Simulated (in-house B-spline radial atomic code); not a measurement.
RPBE excitations of Si²⁺

Method: RPBE. Computed with a B-spline radial code for spherical atoms: linear response of the closed shell [Ne] 3s2 with the functional's adiabatic kernel; scalar-relativistic (spin-free one-electron X2C), finite nucleus, no spin-orbit coupling, no double excitations, S, P, D and F terms only.

Command:
```bash
python run_td.py task.json out
```
Settings (radii: box in bohr, nucleus in fm):
```
Z                        14
electrons                12
configuration            [Ne] 3s2
hamiltonian              x2c
method                   rpbe,pbe
box_radius               29.48
rms_radius               3.1224
intervals                74
```

Time taken, with all properties: 0.5 s on 1 thread of Arm Neoverse N1, with other jobs on the host.

The lowest states, in the order of their Tamm-Dancoff energies; the method's threshold (minus the highest occupied level) is 28.465 eV. Labels give the largest channel, * marks a mixed state, and oscillator strengths are full-response dipole values. Semilocal kernels can invert the small singlet-triplet splittings of Rydberg terms. Energies in eV:

```json
{"state": "3s → 3p 3P", "full response": "5.827", "Tamm-Dancoff": "6.151", "oscillator strength": "-"}
{"state": "3s → 3p 1P", "full response": "10.164", "Tamm-Dancoff": "10.577", "oscillator strength": "1.62"}
{"state": "3s → 3d 3D", "full response": "?", "Tamm-Dancoff": "?", "oscillator strength": "-"}
{"state": "3s → 3d 1D", "full response": "17.495", "Tamm-Dancoff": "17.508", "oscillator strength": "-"}
{"state": "3s → 4s 3S", "full response": "18.267", "Tamm-Dancoff": "18.279", "oscillator strength": "-"}
{"state": "3s → 4s 1S", "full response": "18.970", "Tamm-Dancoff": "18.996", "oscillator strength": "-"}
{"state": "3s → 4p 3P", "full response": "20.505", "Tamm-Dancoff": "20.522", "oscillator strength": "-"}
{"state": "3s → 4p 1P", "full response": "?", "Tamm-Dancoff": "?", "oscillator strength": "?"}
{"state": "3s → 4d 3D", "full response": "23.378", "Tamm-Dancoff": "23.397", "oscillator strength": "-"}
{"state": "3s → 4d 1D", "full response": "23.642", "Tamm-Dancoff": "23.645", "oscillator strength": "-"}
{"state": "3s → 5s 3S", "full response": "23.814", "Tamm-Dancoff": "23.817", "oscillator strength": "-"}
{"state": "3s → 5s 1S", "full response": "23.972", "Tamm-Dancoff": "23.979", "oscillator strength": "-"}
{"state": "3s → 4f 3F", "full response": "24.217", "Tamm-Dancoff": "24.226", "oscillator strength": "-"}
{"state": "3s → 4f 1F", "full response": "24.259", "Tamm-Dancoff": "24.264", "oscillator strength": "-"}
{"state": "3s → 5p 3P", "full response": "24.556", "Tamm-Dancoff": "24.560", "oscillator strength": "-"}
```

(1) Where does 3s → 4p 1P lie?

(2) Where does 3s → 3d 3D lie?

(3) How large is the singlet-triplet splitting of 3s → 3p (P terms) in Tamm-Dancoff?

(4) What polarisabilities and dispersion coefficient does the method give?

Answers

(1) At 20.858 eV in full response, 20.893 eV in Tamm-Dancoff, oscillator strength 0.0139.

(2) At 16.003 eV in full response, 16.137 eV in Tamm-Dancoff.

(3) 4.43 eV, from the unrounded values.

(4) Dipole 11.89 bohr³, quadrupole 37.55 bohr⁵, C6 41.2 hartree·bohr⁶ for two such species.
